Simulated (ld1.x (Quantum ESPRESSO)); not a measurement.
## Te, TM: configuration errors across variants

Te (Z = 52), norm-conserving Troullier–Martins (Kleinman–Bylander form), made with ld1.x (Quantum ESPRESSO) 7.5 (PBE, fully relativistic). Core [Kr] 4d10, reference 5s2 5p4. Waves: 5p (bound): rc 1.95 bohr; 5s (bound): rc 1.90 bohr. Local part: the s channel. Core correction: none.

Open shells are filled in proportion to 2j + 1 (rel_dist='average').

All-electron excitation energies from the reference (eV): (1) 5s2 5p3 9.749; (2) 5s2 5p2 27.698; (3) 5s2 5p1 54.625; (4) 5s2 5p0 91.145; (5) 5s2 5p3.5 3.907; (6) 5s2 5p4.3 -1.475; (7) 5s1 5p5 9.220.

A true bound ghost makes a file unfit for plane-wave use even where its test errors are small: the radial tests pick states by their node count and pass the ghost by.

Errors AE − PS in meV (a dash: test not solved or not reliable):

| change | (1) | (2) | (3) | (4) | (5) | (6) | (7) | bound ghosts |
| --- | --- | --- | --- | --- | --- | --- | --- | --- |
| base | -2.3 | -15 | -37 | -23 | -0.4 | 0.0 | +4.1 | none |
| wave 5s (bound): rc 1.90 bohr becomes 5s (bound): rc 1.24 bohr | +2.9 | +26 | +116 | +403 | +0.4 | +0.1 | +15 | p3/2, p1/2, s (extra level of the local part) |
| wave 5s (bound): rc 1.90 bohr becomes 5s (bound): rc 1.56 bohr | -2.0 | -12 | -26 | +12 | -0.4 | 0.0 | +7.7 | none |
| wave 5s (bound): rc 1.90 bohr becomes 5s (bound): rc 1.94 bohr | -2.3 | -15 | -36 | -20 | -0.4 | 0.0 | +3.9 | none |
| wave 5s (bound): rc 1.90 bohr becomes 5s (bound): rc 2.18 bohr | -1.7 | -11 | -24 | +11 | -0.3 | 0.0 | +3.0 | none |
| wave 5s (bound): rc 1.90 bohr becomes 5s (bound): rc 2.82 bohr | +2.6 | +18 | +73 | +261 | +0.5 | +0.1 | -13 | none |

Q: Give the same row for: wave 5s (bound): rc 1.90 bohr becomes 5s (bound): rc 2.44 bohr.

A: +0.2, +0.7, +13, +98, +0.1, +0.1, +2.3; bound ghosts: none.
